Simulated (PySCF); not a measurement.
System: C5H7, charge -1, multiplicity 1. It need not be the lowest isomer of its formula. Whether it binds its extra electron was not tested at this geometry. 
Coordinates optimised at B3LYP-D3(BJ)/def2-TZVP (Ansatz):
SMILES: C=C/[C-]=C\C
```xyz
12

C      2.0112    -0.1412     0.7167
C      1.1588    -0.3353    -0.3379
C      0.1323     0.4697    -0.8667
C     -1.1529     0.5384    -0.5270
C     -1.8507    -0.2753     0.5529
H      2.8527    -0.8035     0.8874
H      1.9277     0.7297     1.3585
H      1.3701    -1.2255    -0.9435
H     -1.8304     1.2295    -1.0468
H     -2.3652     0.3623     1.2875
H     -2.6212    -0.9421     0.1359
H     -1.1258    -0.8888     1.0924
```
Charge -1, spin multiplicity 1.

Dispersion corrections to the total energy (kcal/mol) from the dftd3 and dftd4 libraries through PySCF: D3(BJ) without and D4 with the three-body term, each with the damping fitted for the functional named.

```csv
functional,D3(BJ),D4
PBE,-5.36,-5.88
TPSSh,-6.10,-7.25
B2PLYP,…,-4.12
LC-wPBE,-4.89,…
BP86,-8.13,-7.70
CAM-B3LYP,…,-4.95
HF,-42.46,-21.97
```

Question: What belongs in the gaps?

Answer: 
- B2PLYP, D3(BJ): -4.09
- LC-wPBE, D4: -6.47
- CAM-B3LYP, D3(BJ): -4.03
